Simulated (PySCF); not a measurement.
Radial density of He (helium, neutral)

UHF, 1s2, closed-shell 1S. Computed with PySCF 2.14 in aug-cc-pV5Z (6s5p4d3f2g, 80 functions), with the non-relativistic Hamiltonian (point nucleus).

| r (bohr) | 4πr²ρ (e/bohr) |
| --- | --- |
| 0.0134 | 0.007660 |
| 0.0225 | 0.02097 |
| 0.0379 | 0.05566 |
| 0.0637 | 0.1424 |
| 0.107 | 0.3394 |
| 0.180 | 0.7243 |
| 0.303 | 1.286 |
| 0.510 | 1.714 |
| 0.858 | 1.466 |
| 1.44 | 0.6334 |
| 2.43 | 0.09203 |
| 4.08 | 0.002327 |
